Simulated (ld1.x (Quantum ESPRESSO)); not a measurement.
Varying the ultrasoft potential for hydrogen (H)

Base potential:

H (Z = 1), ultrasoft, made with ld1.x (Quantum ESPRESSO) 7.5 (LDA (PZ), non-relativistic). Core none, reference 1s1. Waves: 1s (bound): rcut 1.25, rcutus 1.45 bohr; 1s channel at 0.8 Ry: rcut 1.25, rcutus 1.45 bohr; 2p channel at 0.3 Ry: rcut 1.30, rcutus 1.50 bohr; 2p channel at 0.65 Ry: rcut 1.30, rcutus 1.50 bohr. Local part: all-electron potential smoothed inside 1.30 bohr (lloc = -1). Core correction: none. Augmentation charge: PSQ, radius 1.00 bohr.

All-electron outer shells of the reference configuration (LDA (PZ), non-relativistic, ld1.x):

```csv
shell,level (eV),outermost node (bohr),outermost maximum (bohr)
1s,-6.36,–,1.05
```

Cutoffs, loose and tight: the cutoffs (Ry, on a coarse ladder) from which the occupation-weighted sum of valence levels, in a spherical-Bessel basis at the reference potential, stays within 10 and 1 mRy of its value at 400 Ry. They do not see the model core or the augmentation charge, which bear on the density cutoff. Test errors are all-electron minus pseudo excitation energies from the reference, over the configurations 1s0.5 (two spin-polarised tests are not counted in the largest error). A dash means not determined; rows that change the core or the reference have their own tests.

| change | outcome | cutoff, loose | cutoff, tight | bound ghosts | largest test error (meV) |
| --- | --- | --- | --- | --- | --- |
| base | generated | 10 Ry | 18 Ry | none | – |
| waves 1s (bound): rcut 0.90, rcutus 0.96 bohr; 1s channel at 0.8 Ry: rcut 0.90, rcutus 0.96 bohr | generated | 18 Ry | 40 Ry | none | – |
| waves 1s (bound): rcut 1.08, rcutus 1.14 bohr; 1s channel at 0.8 Ry: rcut 1.08, rcutus 1.14 bohr | generated | 18 Ry | 30 Ry | none | – |
| waves 1s (bound): rcut 1.16, rcutus 1.22 bohr; 1s channel at 0.8 Ry: rcut 1.16, rcutus 1.22 bohr | generated | 15 Ry | 25 Ry | none | – |
| waves 1s (bound): rcut 1.25, rcutus 1.42 bohr; 1s channel at 0.8 Ry: rcut 1.25, rcutus 1.42 bohr | generated | 12 Ry | 18 Ry | none | – |
| waves 1s (bound): rcut 1.25, rcutus 1.56 bohr; 1s channel at 0.8 Ry: rcut 1.25, rcutus 1.56 bohr | generated | 10 Ry | 18 Ry | none | – |
| waves 1s (bound): rcut 1.25, rcutus 1.86 bohr; 1s channel at 0.8 Ry: rcut 1.25, rcutus 1.86 bohr | generated | 8 Ry | 12 Ry | none | – |
| waves 1s (bound): rcut 1.25, rcutus 2.00 bohr; 1s channel at 0.8 Ry: rcut 1.25, rcutus 2.00 bohr | generated | 6 Ry | 10 Ry | none | test run stopped at test 1 of 3 (negative rho) |
| waves 1s (bound): rcut 1.25, rcutus 2.18 bohr; 1s channel at 0.8 Ry: rcut 1.25, rcutus 2.18 bohr | generated | 6 Ry | 8 Ry | none | – |

Question: What comes out with this change to the base: waves 1s (bound): rcut 1.25, rcutus 1.68 bohr; 1s channel at 0.8 Ry: rcut 1.25, rcutus 1.68 bohr?

Answer: outcome: generated; cutoff, loose: 8 Ry; cutoff, tight: 15 Ry; bound ghosts: none.

Reading the sweep of the s radius (base included, trends over the rows without a ghost): The loose cutoff falls from 18 Ry at 0.96 to 6 Ry at 2.18 bohr. A larger radius leaves more room for a smooth pseudo-wave, so fewer plane waves are needed; a smaller one forces it to follow the all-electron wave where it bends sharply.
